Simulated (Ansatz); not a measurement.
Isolated molecules relaxed with PBE0-D4/def2-TZVP in Ansatz; ΔE leaves out vibrations. CCSD(T)/CBS adds triple-zeta CCSD(T) − MP2 to the extrapolated MP2 energy (def2 sets, frozen cores). DFT in def2-TZVPP. B3LYP here is the variant with VWN-RPA as its local correlation; programs differ in this. Each species was taken in one conformer, which may not be the lowest.

Reaction (ligand exchange at the Si–S bond): `BO[SiH2]S[SiH3]` + `[SiH3]C#CS` → `[SiH3]C#CS[SiH3]` + `BO[SiH2]S`

(1) Is it downhill or uphill in electronic energy at CCSD(T)/CBS, and by how much? (Estimate.)

(2) What do these levels give: PBE0-D4, ωB97X-V, ωB97M-V, PBE, r2SCAN, PBE0, B3LYP, MP2/def2-TZVPP, SCS-MP2/def2-TZVPP, CCSD(T)/def2-TZVPP, HF/CBS(def2), CCSD/CBS(def2)? (Best estimate.)

Largest T1 diagnostic among the species: 0.013.

## Answers

(1) Computed: Nearly level: ΔE = +2.1 kJ/mol.

(2) The calculation gave: PBE0-D4 3.0, ωB97X-V 2.6, ωB97M-V 3.2, PBE -0.6, r2SCAN 2.0, PBE0 0.4, B3LYP -3.0, MP2/def2-TZVPP -0.9, SCS-MP2/def2-TZVPP -1.4, CCSD(T)/def2-TZVPP 0.2, HF/CBS(def2) -2.3, CCSD/CBS(def2) 2.0 kJ/mol.

The D4 term adds +4.7 kJ/mol with B3LYP and +2.6 kJ/mol with PBE0; it sums over pairs of atoms, weighted by their polarisabilities, and B3LYP, whose exchange is more repulsive, gets the larger term.
